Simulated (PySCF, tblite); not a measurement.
Isomers of C7H9OPS. Computed with GFN2-xTB (tblite): harmonic, unscaled wavenumbers at the GFN2-xTB geometry, gas phase. Against measured fundamentals such values can be off by several per cent, at times by over 20. Modes of hydrogen on phosphorus can be 10 to 20 % off. One conformer each.

Electronic energies: PBE0/pcSseg-1 single points on the GFN2-xTB geometries (PySCF, gas phase).

```tsv
SMILES	electronic energy, lowest = 0 (kcal/mol)
CSc1ocpc1C1CC1	36.8
C=C(C)[P@@H](=O)c1cccs1	12.6
COc1scpc1C1CC1	37.7
O=P1(c2cccs2)CCC1	0.0
C=C[P@@](C)(=S)c1ccoc1	11.3
```

Question: How do GFN2-xTB zero-point energies change the relative energies?

Answer: 
```json
{"SMILES": "O=P1(c2cccs2)CCC1", "ZPE (kcal/mol)": "89.3", "of it from modes above 1550 cm⁻¹": "39.2", "electronic (kcal/mol)": "0.0", "with ZPE, lowest = 0 (kcal/mol)": "0.0", "lowest mode (cm⁻¹)": "32", "rings": "2"}
{"SMILES": "C=C[P@@](C)(=S)c1ccoc1", "ZPE (kcal/mol)": "87.5", "of it from modes above 1550 cm⁻¹": "42.0", "electronic (kcal/mol)": "11.3", "with ZPE, lowest = 0 (kcal/mol)": "9.5", "lowest mode (cm⁻¹)": "33", "rings": "1"}
{"SMILES": "C=C(C)[P@@H](=O)c1cccs1", "ZPE (kcal/mol)": "86.9", "of it from modes above 1550 cm⁻¹": "40.9", "electronic (kcal/mol)": "12.6", "with ZPE, lowest = 0 (kcal/mol)": "10.3", "lowest mode (cm⁻¹)": "25", "rings": "1"}
{"SMILES": "CSc1ocpc1C1CC1", "ZPE (kcal/mol)": "89.2", "of it from modes above 1550 cm⁻¹": "39.5", "electronic (kcal/mol)": "36.8", "with ZPE, lowest = 0 (kcal/mol)": "36.6", "lowest mode (cm⁻¹)": "34", "rings": "2"}
{"SMILES": "COc1scpc1C1CC1", "ZPE (kcal/mol)": "89.2", "of it from modes above 1550 cm⁻¹": "39.2", "electronic (kcal/mol)": "37.7", "with ZPE, lowest = 0 (kcal/mol)": "37.6", "lowest mode (cm⁻¹)": "49", "rings": "2"}
```

The zero-point energies span 2.4 kcal/mol, from `C=C(C)[P@@H](=O)c1cccs1` to `O=P1(c2cccs2)CCC1`. The order is unchanged.

Question: And how do the electronic energies of GFN2-xTB itself compare?

Answer: `O=P1(c2cccs2)CCC1` 0.0; `C=C[P@@](C)(=S)c1ccoc1` 25.2; `C=C(C)[P@@H](=O)c1cccs1` 9.3; `CSc1ocpc1C1CC1` 38.6; `COc1scpc1C1CC1` 42.8 kcal/mol, lowest = 0. Against the energies above, taken from the same isomer `O=P1(c2cccs2)CCC1`, the largest difference is 13.9 kcal/mol.

Question: What do entropy and thermal enthalpy add at 298.15 K and 1 bar (rigid rotor, harmonic oscillator, one conformer each)?

Answer: 
```tsv
SMILES	point group	symmetry number	S (cal/(mol K))	H − H(0) (kcal/mol)	ZPE + H − H(0) − TS (kcal/mol)
O=P1(c2cccs2)CCC1	Cs	1	100.1	6.89	66.3
C=C[P@@](C)(=S)c1ccoc1	C1	1	108.2	7.83	63.1
C=C(C)[P@@H](=O)c1cccs1	C1	1	108.1	7.68	62.4
CSc1ocpc1C1CC1	Cs	1	104.8	7.35	65.3
COc1scpc1C1CC1	Cs	1	102.4	7.25	66.0
```
